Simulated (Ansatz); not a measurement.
Ansatz (a program for electronic structure) job for C₃H₁₀OSi₂, SMILES C=C([SiH3])C[SiH2]O, PBE0-D3(BJ)/def2-SVP. 

Ansatz 0.2 input:
```yaml
crystal:
  periodic: [false, false, false]
  atoms:
    - {symbol: C, position_ang: [-0.97451661, 0.68103740, 1.99051977]}
    - {symbol: C, position_ang: [-0.94789239, 0.31986289, 0.71227870]}
    - {symbol: Si, position_ang: [-1.85223444, 1.30480431, -0.61734381]}
    - {symbol: C, position_ang: [-0.17734590, -0.88317567, 0.27227556]}
    - {symbol: Si, position_ang: [1.57940573, -0.43853482, -0.33051819]}
    - {symbol: O, position_ang: [2.38836951, -1.77588555, -0.78871699]}
    - {symbol: H, position_ang: [-0.46304598, 0.11842041, 2.75905399]}
    - {symbol: H, position_ang: [-1.50759571, 1.55463585, 2.32649916]}
    - {symbol: H, position_ang: [-0.88934821, 1.84243131, -1.58320775]}
    - {symbol: H, position_ang: [-2.78402567, 0.41371531, -1.31951262]}
    - {symbol: H, position_ang: [-2.59668704, 2.39984684, 0.00637069]}
    - {symbol: H, position_ang: [-0.70979351, -1.39092704, -0.53449298]}
    - {symbol: H, position_ang: [-0.09671453, -1.59189896, 1.10245545]}
    - {symbol: H, position_ang: [1.57742286, 0.32051320, -1.57170481]}
    - {symbol: H, position_ang: [2.28512887, 0.23811506, 0.76200032]}
    - {symbol: H, position_ang: [2.49583417, -2.53188836, -0.21810170]}
basis:
  gaussian:
    orbitals: def2-SVP
hamiltonian:
  xc: pbe0
  dispersion: d3bj
relax: {f_tol: 0.002, max_steps: 200}
```

Log of the run:

```
[...]
the calculation of the forces begins
reference -21054.89369038 eV, -773.7530716020 hartree; 32, 32 occupied and 110, 110 virtual orbitals, 1527 factors
relax step   7: F+E_penalty+E_count = -21055.26264883 eV  Δ(F+E_penalty+E_count) = -2.011e-3 eV  max|allowed force component| = 5.343e-2 eV/Å  Δτ_max = 0.0225 Å  (29 SCF iters, accepted)
these checks for a lower state are left out or cut short: starts, cluster_reference, orbital_swaps, neighbouring_geometries, increment
integrals: 0.13 GiB planned
1527 factors; integrals over basis functions are off by at most 3.9e-4 eV
mean field: 0.89 GiB planned
mean field evaluation 64: about -21054.8913 eV, gradient 9.3e-5 eV
mean field -21054.89128139 eV, -773.7529830733 hartree, gradient 7.8e-6 eV, S^2 0.000000; 0 other end points of the search recorded, 0 dependent functions left out
the calculation of the forces begins
reference -21054.89131381 eV, -773.7529842646 hartree; 32, 32 occupied and 110, 110 virtual orbitals, 1527 factors
relax step   8: F+E_penalty+E_count = -21055.26038115 eV  Δ(F+E_penalty+E_count) = +2.268e-3 eV  max|allowed force component| = 4.207e-1 eV/Å  Δτ_max = 0.0459 Å  (29 SCF iters, rejected (line search))
these checks for a lower state are left out or cut short: starts, cluster_reference, orbital_swaps, neighbouring_geometries, increment
integrals: 0.13 GiB planned
1527 factors; integrals over basis functions are off by at most 3.9e-4 eV
mean field: 0.89 GiB planned
mean field -21054.89452189 eV, -773.7531021593 hartree, gradient 7.6e-6 eV, S^2 0.000000; 0 other end points of the search recorded, 0 dependent functions left out
the calculation of the forces begins
reference -21054.89455426 eV, -773.7531033488 hartree; 32, 32 occupied and 110, 110 virtual orbitals, 1527 factors
relax step   9: F+E_penalty+E_count = -21055.26366560 eV  Δ(F+E_penalty+E_count) = -1.017e-3 eV  max|allowed force component| = 3.469e-2 eV/Å  Δτ_max = 0.0221 Å  (29 SCF iters, accepted)
these checks for a lower state are left out or cut short: starts, cluster_reference, orbital_swaps, neighbouring_geometries, increment
integrals: 0.13 GiB planned
1527 factors; integrals over basis functions are off by at most 3.9e-4 eV
mean field: 0.89 GiB planned
mean field -21054.89543610 eV, -773.7531357559 hartree, gradient 7.9e-6 eV, S^2 0.000000; 0 other end points of the search recorded, 0 dependent functions left out
the calculation of the forces begins
reference -21054.89546852 eV, -773.7531369473 hartree; 32, 32 occupied and 110, 110 virtual orbitals, 1527 factors
relax step  10: F+E_penalty+E_count = -21055.26489572 eV  Δ(F+E_penalty+E_count) = -1.230e-3 eV  max|allowed force component| = 2.537e-2 eV/Å  Δτ_max = 0.0555 Å  (28 SCF iters, accepted)
these checks for a lower state are left out or cut short: starts, cluster_reference, orbital_swaps, neighbouring_geometries, increment
integrals: 0.13 GiB planned
1527 factors; integrals over basis functions are off by at most 4.2e-4 eV
mean field: 0.88 GiB planned
mean field -21054.89539978 eV, -773.7531344212 hartree, gradient 1.1e-5 eV, S^2 0.000000; 0 other end points of the search recorded, 0 dependent functions left out
the calculation of the forces begins
reference -21054.89543237 eV, -773.7531356189 hartree; 32, 32 occupied and 110, 110 virtual orbitals, 1527 factors
relax step  11: F+E_penalty+E_count = -21055.26533931 eV  Δ(F+E_penalty+E_count) = -4.436e-4 eV  max|allowed force component| = 1.059e-1 eV/Å  Δτ_max = 0.1258 Å  (28 SCF iters, accepted)
these checks for a lower state are left out or cut short: starts, cluster_reference, orbital_swaps, neighbouring_geometries, increment
integrals: 0.13 GiB planned
1527 factors; integrals over basis functions are off by at most 4.0e-4 eV
mean field: 0.88 GiB planned
mean field -21054.89635956 eV, -773.7531696924 hartree, gradient 7.7e-6 eV, S^2 0.000000; 0 other end points of the search recorded, 0 dependent functions left out
the calculation of the forces begins
reference -21054.89639208 eV, -773.7531708878 hartree; 32, 32 occupied and 110, 110 virtual orbitals, 1527 factors
relax step  12: F+E_penalty+E_count = -21055.26616473 eV  Δ(F+E_penalty+E_count) = -8.254e-4 eV  max|allowed force component| = 3.002e-2 eV/Å  Δτ_max = 0.0308 Å  (29 SCF iters, accepted)
these checks for a lower state are left out or cut short: starts, cluster_reference, orbital_swaps, neighbouring_geometries, increment
integrals: 0.13 GiB planned
1527 factors; integrals over basis functions are off by at most 4.0e-4 eV
mean field: 0.88 GiB planned
mean field evaluation 96: about -21054.8958 eV, gradient 3.7e-1 eV
mean field -21054.89638593 eV, -773.7531706616 hartree, gradient 1.7e-5 eV, S^2 0.000000; 0 other end points of the search recorded, 0 dependent functions left out
the calculation of the forces begins
reference -21054.89641845 eV, -773.7531718568 hartree; 32, 32 occupied and 110, 110 virtual orbitals, 1527 factors
relax step  13: F+E_penalty+E_count = -21055.26635197 eV  Δ(F+E_penalty+E_count) = -1.872e-4 eV  max|allowed force component| = 1.400e-2 eV/Å  Δτ_max = 0.0112 Å  (23 SCF iters, accepted)
these checks for a lower state are left out or cut short: starts, cluster_reference, orbital_swaps, neighbouring_geometries, increment
integrals: 0.13 GiB planned
1527 factors; integrals over basis functions are off by at most 4.1e-4 eV
mean field: 0.89 GiB planned
mean field -21054.89651491 eV, -773.7531754016 hartree, gradient 7.7e-6 eV, S^2 0.000000; 0 other end points of the search recorded, 0 dependent functions left out
the calculation of the forces begins
reference -21054.89654745 eV, -773.7531765973 hartree; 32, 32 occupied and 110, 110 virtual orbitals, 1527 factors
relax step  14: F+E_penalty+E_count = -21055.26654915 eV  Δ(F+E_penalty+E_count) = -1.972e-4 eV  max|allowed force component| = 1.370e-2 eV/Å  Δτ_max = 0.0267 Å  (29 SCF iters, accepted)
these checks for a lower state are left out or cut short: starts, cluster_reference, orbital_swaps, neighbouring_geometries, increment
integrals: 0.13 GiB planned
1527 factors; integrals over basis functions are off by at most 4.3e-4 eV
mean field: 0.89 GiB planned
mean field -21054.89645604 eV, -773.7531732380 hartree, gradient 7.7e-6 eV, S^2 0.000000; 0 other end points of the search recorded, 0 dependent functions left out
the calculation of the forces begins
reference -21054.89648860 eV, -773.7531744345 hartree; 32, 32 occupied and 110, 110 virtual orbitals, 1527 factors
relax step  15: F+E_penalty+E_count = -21055.26658237 eV  Δ(F+E_penalty+E_count) = -3.322e-5 eV  max|allowed force component| = 1.622e-2 eV/Å  Δτ_max = 0.0291 Å  (29 SCF iters, accepted)
these checks for a lower state are left out or cut short: starts, cluster_reference, orbital_swaps, neighbouring_geometries, increment
integrals: 0.13 GiB planned
1527 factors; integrals over basis functions are off by at most 4.3e-4 eV
mean field: 0.89 GiB planned
mean field -21054.89644440 eV, -773.7531728103 hartree, gradient 5.7e-5 eV, S^2 0.000000; 0 other end points of the search recorded, 0 dependent functions left out
the calculation of the forces begins
reference -21054.89647695 eV, -773.7531740065 hartree; 32, 32 occupied and 110, 110 virtual orbitals, 1527 factors
relax step  16: F+E_penalty+E_count = -21055.26661468 eV  Δ(F+E_penalty+E_count) = -3.231e-5 eV  max|allowed force component| = 5.771e-3 eV/Å  Δτ_max = 0.0029 Å  (20 SCF iters, accepted)
these checks for a lower state are left out or cut short: starts, cluster_reference, orbital_swaps, neighbouring_geometries, increment
integrals: 0.13 GiB planned
1527 factors; integrals over basis functions are off by at most 4.2e-4 eV
mean field: 0.88 GiB planned
mean field -21054.89646978 eV, -773.7531737431 hartree, gradient 6.4e-5 eV, S^2 0.000000; 0 other end points of the search recorded, 0 dependent functions left out
the calculation of the forces begins
reference -21054.89650233 eV, -773.7531749392 hartree; 32, 32 occupied and 110, 110 virtual orbitals, 1527 factors
relax step  17: F+E_penalty+E_count = -21055.26662304 eV  Δ(F+E_penalty+E_count) = -8.365e-6 eV  max|allowed force component| = 4.092e-3 eV/Å  Δτ_max = 0.0042 Å  (20 SCF iters, accepted)
these checks for a lower state are left out or cut short: starts, cluster_reference, orbital_swaps, neighbouring_geometries, increment
integrals: 0.13 GiB planned
1527 factors; integrals over basis functions are off by at most 4.2e-4 eV
mean field: 0.89 GiB planned
mean field -21054.89646204 eV, -773.7531734584 hartree, gradient 1.5e-5 eV, S^2 0.000000; 0 other end points of the search recorded, 0 dependent functions left out
the calculation of the forces begins
reference -21054.89649458 eV, -773.7531746545 hartree; 32, 32 occupied and 110, 110 virtual orbitals, 1527 factors
relax step  18: F+E_penalty+E_count = -21055.26662527 eV  Δ(F+E_penalty+E_count) = -2.226e-6 eV  max|allowed force component| = 2.982e-3 eV/Å  Δτ_max = 0.0007 Å  (19 SCF iters, accepted)
these checks for a lower state are left out or cut short: starts, cluster_reference, orbital_swaps, neighbouring_geometries, increment
integrals: 0.13 GiB planned
1527 factors; integrals over basis functions are off by at most 4.2e-4 eV
mean field: 0.89 GiB planned
mean field evaluation 128: about -21054.8964 eV, gradient 4.3e-2 eV
mean field -21054.89644838 eV, -773.7531729567 hartree, gradient 1.9e-5 eV, S^2 0.000000; 0 other end points of the search recorded, 0 dependent functions left out
the calculation of the forces begins
reference -21054.89648093 eV, -773.7531741527 hartree; 32, 32 occupied and 110, 110 virtual orbitals, 1527 factors
relax step  19: F+E_penalty+E_count = -21055.26662679 eV  Δ(F+E_penalty+E_count) = -1.520e-6 eV  max|allowed force component| = 1.475e-3 eV/Å  Δτ_max = 0.0012 Å  (19 SCF iters, accepted)
integrals: 0.13 GiB planned
1527 factors; integrals over basis functions are off by at most 4.2e-4 eV
mean field: 0.89 GiB planned
mean field -21054.89644838 eV, -773.7531729567 hartree, gradient 1.9e-5 eV, S^2 0.000000; 1 other end points of the search recorded, 0 dependent functions left out
the calculation of the forces begins
reference -21054.89648093 eV, -773.7531741527 hartree; 32, 32 occupied and 110, 110 virtual orbitals, 1527 factors
Total energy: -21055.26665933 eV, -773.7667779582 hartree
Atom 0 at    -0.887272     0.768908     1.921243 Å, force    -0.000331    -0.001097    -0.000175 eV/Å
Atom 1 at    -0.940649     0.302807     0.662236 Å, force     0.000148    -0.000239    -0.001256 eV/Å
Atom 2 at    -1.918777     1.250027    -0.635854 Å, force     0.000550    -0.000180     0.001041 eV/Å
Atom 3 at    -0.210616    -0.940043     0.233099 Å, force    -0.000089     0.000524     0.000740 eV/Å
Atom 4 at     1.576366    -0.481433    -0.185179 Å, force    -0.001045     0.000416     0.001454 eV/Å
Atom 5 at     2.409344    -1.728215    -0.917543 Å, force     0.001475    -0.001291    -0.001272 eV/Å
Atom 6 at    -0.341756     0.235924     2.710341 Å, force     0.000454    -0.000050     0.000405 eV/Å
Atom 7 at    -1.391670     1.693183     2.217708 Å, force    -0.000082     0.000740     0.000056 eV/Å
Atom 8 at    -1.053579     1.601525    -1.804512 Å, force     0.000228     0.000049    -0.000406 eV/Å
Atom 9 at    -3.035290     0.395966    -1.150475 Å, force    -0.000533    -0.000254    -0.000241 eV/Å
Atom 10 at    -2.480096     2.497212    -0.036491 Å, force    -0.000118     0.000251     0.000128 eV/Å
Atom 11 at    -0.670507    -1.414454    -0.649988 Å, force     0.000132    -0.000151    -0.000031 eV/Å
Atom 12 at    -0.197429    -1.695598     1.037693 Å, force     0.000075     0.000426    -0.000455 eV/Å
Atom 13 at     1.591522     0.642263    -1.159396 Å, force     0.000055     0.000066    -0.000062 eV/Å
Atom 14 at     2.237787    -0.065101     1.092672 Å, force    -0.000055     0.000130    -0.000333 eV/Å
Atom 15 at     2.639583    -2.481897    -0.367698 Å, force    -0.000864     0.000660     0.000405 eV/Å
Dipole moment:     0.012792    -0.277044     0.321399 e Å
```

Self-consistency was reached.

Cost: very roughly 2.6 core-minutes.
